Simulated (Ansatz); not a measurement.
Consider the cleavage of the B–Sn bond: `C[B](F)[SnH3]` + H₂Se → `CB(F)[SeH]` + `[SnH4]`.

Calculated with Ansatz (gas phase, PBE0-D4/def2-TZVP geometries, no zero-point term in ΔE). CBS: MP2 limit from def2 TZ/QZ plus the TZ coupled-cluster correction, frozen cores. Functionals use def2-TZVPP. B3LYP here is the variant with VWN-RPA as its local correlation; programs differ in this. Elements past krypton have def2 core potentials. For Se, Sn outer-core shells are correlated without core-valence functions, which leaves a few kJ/mol of doubt a bond. Scalar relativity is left out up to krypton. Each species was taken in one conformer, which may not be the lowest.

Problem. Is it downhill or uphill in electronic energy at CCSD(T)/CBS, and by how much? (An estimate is asked.)

Solution. The calculation gave: Downhill: ΔE = -19.3 kcal/mol.

Problem. What do these levels give: PBE-D4, r2SCAN-D4, B3LYP-D4, ωB97X-V, B2PLYP, PBE, r2SCAN, PBE0, CCSD(T)/def2-TZVPP, SCS-MP2/def2-QZVPP, MP2/CBS(def2), CCSD/CBS(def2)? (Estimate.)

Solution. Computed: PBE-D4 -19.6, r2SCAN-D4 -21.1, B3LYP-D4 -19.8, ωB97X-V -20.1, B2PLYP -20.4, PBE -19.5, r2SCAN -21.1, PBE0 -20.2, CCSD(T)/def2-TZVPP -20.4, SCS-MP2/def2-QZVPP -20.2, MP2/CBS(def2) -20.2, CCSD/CBS(def2) -19.1 kcal/mol.

Largest T1 diagnostic among the species: 0.014.
